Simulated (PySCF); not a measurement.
Ligand exchange on a metal centre used in film growth or etching (W F-OH). All species are isolated molecules in the gas phase. One relaxed conformer stands for each flexible species; it need not be the lowest.

The LUMO from two functionals at the same geometries (TPSS-D3(BJ)/def2-SVP), both in PySCF: PBE-D3(BJ)/def2-TZVP and B3LYP-D3(BJ)/def2-TZVP. B3LYP has the VWN-RPA correlation part, as in Gaussian. 

```csv
species,PBE-D3(BJ)/def2-TZVP (eV)
0 of 6 F replaced by OH ([W(F)6]),-5.37
3 of 6 F replaced by OH ([W(F)3(OH)3]),-3.63
5 of 6 F replaced by OH ([W(F)(OH)5]),-3.36
6 of 6 F replaced by OH ([W(OH)6]),-3.41
```

**Question.** What does B3LYP-D3(BJ)/def2-TZVP give for each?

**Answer.** 
- 0 of 6 F replaced by OH ([W(F)6]): -5.13
- 3 of 6 F replaced by OH ([W(F)3(OH)3]): -3.28
- 5 of 6 F replaced by OH ([W(F)(OH)5]): -2.97
- 6 of 6 F replaced by OH ([W(OH)6]): -3.00
Over these rows, drawn at random from the members with no instability flagged (it was tested for open shells, ions and some series alone), PBE minus B3LYP-D3(BJ): mean -0.35 eV, from -0.41 eV to -0.24 eV.
